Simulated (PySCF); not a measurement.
**First hyperpolarisability: diisobutylene (SMILES C=C(C)CC(C)(C)C)**

Molfile (atoms numbered from 1):
```
C8H16
     RDKit          3D

 24 23  0  0  0  0  0  0  0  0999 V2000
    2.1072    1.3470   -0.0652 C   0  0  0  0  0  0  0  0  0  0  0  0
    1.5378    0.1675   -0.3443 C   0  0  0  0  0  0  0  0  0  0  0  0
    2.2574   -1.1260   -0.0921 C   0  0  0  0  0  0  0  0  0  0  0  0
    0.1677    0.0756   -0.9715 C   0  0  0  0  0  0  0  0  0  0  0  0
   -1.0483    0.0726   -0.0092 C   0  0  0  0  0  0  0  0  0  0  0  0
   -1.1667    1.4183    0.7067 C   0  0  0  0  0  0  0  0  0  0  0  0
   -2.3028   -0.1580   -0.8556 C   0  0  0  0  0  0  0  0  0  0  0  0
   -0.9354   -1.0407    1.0335 C   0  0  0  0  0  0  0  0  0  0  0  0
    1.6065    2.2925   -0.2913 H   0  0  0  0  0  0  0  0  0  0  0  0
    3.0989    1.4061    0.3924 H   0  0  0  0  0  0  0  0  0  0  0  0
    1.6543   -1.8181    0.5154 H   0  0  0  0  0  0  0  0  0  0  0  0
    2.4547   -1.6426   -1.0472 H   0  0  0  0  0  0  0  0  0  0  0  0
    3.2193   -0.9672    0.4155 H   0  0  0  0  0  0  0  0  0  0  0  0
    0.1168   -0.8419   -1.5832 H   0  0  0  0  0  0  0  0  0  0  0  0
    0.0316    0.9196   -1.6680 H   0  0  0  0  0  0  0  0  0  0  0  0
   -2.0518    1.4298    1.3625 H   0  0  0  0  0  0  0  0  0  0  0  0
   -0.2814    1.6207    1.3274 H   0  0  0  0  0  0  0  0  0  0  0  0
   -1.2724    2.2448   -0.0145 H   0  0  0  0  0  0  0  0  0  0  0  0
   -3.2091   -0.1425   -0.2298 H   0  0  0  0  0  0  0  0  0  0  0  0
   -2.4116    0.6228   -1.6253 H   0  0  0  0  0  0  0  0  0  0  0  0
   -2.2632   -1.1326   -1.3681 H   0  0  0  0  0  0  0  0  0  0  0  0
   -0.0727   -0.8825    1.6985 H   0  0  0  0  0  0  0  0  0  0  0  0
   -1.8383   -1.0686    1.6640 H   0  0  0  0  0  0  0  0  0  0  0  0
   -0.8296   -2.0294    0.5586 H   0  0  0  0  0  0  0  0  0  0  0  0
  1  2  2  0
  2  3  1  0
  2  4  1  0
  4  5  1  0
  5  6  1  0
  5  7  1  0
  5  8  1  0
  1  9  1  0
  1 10  1  0
  3 11  1  0
  3 12  1  0
  3 13  1  0
  4 14  1  0
  4 15  1  0
  6 16  1  0
  6 17  1  0
  6 18  1  0
  7 19  1  0
  7 20  1  0
  7 21  1  0
  8 22  1  0
  8 23  1  0
  8 24  1  0
M  END
```

Level of theory: PySCF 2.14.0, quadratic response CAM-B3LYP/aug-cc-pVDZ first hyperpolarisability, Taylor convention, gas phase. Geometry: PBE0-D3(BJ)/def2-SVP.

(1) Give β for the processes computed.

(2) Which lowest excitations, dipole and polarisabilities go with it?

Results:

(1) In au, Taylor convention; the vector part is βᵢ = ⅓ Σⱼ (βᵢⱼⱼ + βⱼᵢⱼ + βⱼⱼᵢ); β∥ is 3/5 of the vector part along the dipole, the dipole points from − to +:
| process | λ (nm) | β vector norm | β∥ | β HRS | depolarisation ratio |
| --- | --- | --- | --- | --- | --- |
| static β(0;0,0) | ∞ | 33.6 | 16.9 | 30.5 | 1.84 |
| second harmonic β(−2ω;ω,ω) | 1907 | 36.8 | 18.6 | 31.9 | 1.88 |
| Pockels β(−ω;ω,0) | 1907 | 34.6 | 17.5 | – | – |
| second harmonic β(−2ω;ω,ω) | 1064 | 45.3 | 23.2 | 35.5 | 1.98 |
| Pockels β(−ω;ω,0) | 1064 | 37.0 | 18.8 | – | – |

(2) S1 6.17 eV (f = 0.042); S2 6.50 eV (f = 0.152); S3 6.87 eV (f = 0.010); dipole 0.48 D; isotropic α 100.4 au static, 100.6 au at 1907 nm, 101.2 au at 1064 nm, 101.4 au at 953.5 nm, 103.8 au at 532 nm.
